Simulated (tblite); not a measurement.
NTi, doublet, at a GFN2-xTB geometry (such geometries of metal compounds can be far from the true shape); GFN1-xTB (tblite).

tblite was given this input:
```
$ tblite run mol.xyz --method gfn1 --charge 0 --spin 1 --json tblite.json --no-restart

# file mol.xyz
2

Ti    -0.00000000    -0.00000000    -0.41370624
N      0.00000000     0.00000000     1.30021962
```

Task: Predict the main parts of the log of this tblite run.

Result: 
```
xTB calculator
 | screened Coulomb repulsion
 | Coulomb electrostatics
 |  * isotropic Klopman-Ohno-Mataga-Nishimoto electrostatics
 |  * onsite third-order electrostatics
 | DFT-D3(BJ) dispersion correction

halogen bonding energy    0.0000000000000E+00 Eh
repulsion energy          2.7132536863182E-02 Eh
dispersion energy        -2.9167002805705E-04 Eh
number of electrons       9.0000000000000E+00 e
integral cutoff           3.9599309224301E+01 bohr

------------------------------------------------------------
  cycle        total energy    energy error   density error
------------------------------------------------------------
      1     -2.410774961894  -2.4376158E+00   1.4565054E+00
      2      5.272863088097   7.6836380E+00   3.0032133E+00
      3     -4.187755660569  -9.4606187E+00   3.3958401E-01
      4     -4.295221417218  -1.0746576E-01   1.6455097E-01
      5     -4.198993757934   9.6227659E-02   4.4650736E-01
      6     -4.246309384310  -4.7315626E-02   2.9911210E-01
      7     -4.297032851100  -5.0723467E-02   1.1397140E-01
      8     -4.299216700971  -2.1838499E-03   2.5022559E-02
      9     -4.299241272507  -2.4571536E-05   2.4738625E-02
     10     -4.299305414476  -6.4141969E-05   2.1274435E-03
     11     -4.299308140190  -2.7257140E-06   3.7268897E-04
     12     -4.299308168020  -2.7829731E-08   1.1986447E-05
------------------------------------------------------------

electronic energy        -4.3261490348547E+00 Eh
total energy             -4.2993081680196E+00 Eh

Post processing:
 | Mayer-Wiberg bond orders

[Info] JSON dump of results written to 'tblite.json'
```
